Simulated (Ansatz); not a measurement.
Cartesian coordinates in Å:
```
F 2.1499 0.4787 -0.3931
Si 0.8833 -0.4534 -0.6306
F 1.2780 -1.9203 -0.1526
Si -0.9030 0.3267 0.6769
Cl -1.4547 2.1532 -0.0983
H 0.6225 -0.5014 -2.0866
H -2.0660 -0.5904 0.5891
H -0.5099 0.5069 2.0952
```

Charge 0, multiplicity 1.

List the ωB97M-V/def2-TZVPP orbital energies in eV (the Gaussian-basis code of Ansatz). (Best estimate.)

The calculation gave: Occupied: -2772.22, -1808.98, -1808.25, -677.95, -677.92, -262.63, -200.10, -199.97, -199.97, -149.87, -149.27, -104.03, -103.99, -103.94, -103.43, -103.35, -103.35, -36.75, -36.27, -26.15, -19.37, -17.97, -16.87, -16.37, -16.04, -15.27, -14.88, -14.05, -13.56, -13.45, -12.46, -11.55, -10.53. Lowest empty: 0.72, 1.22, 2.28, 2.76, 3.09, 3.83, 4.45, 5.09.
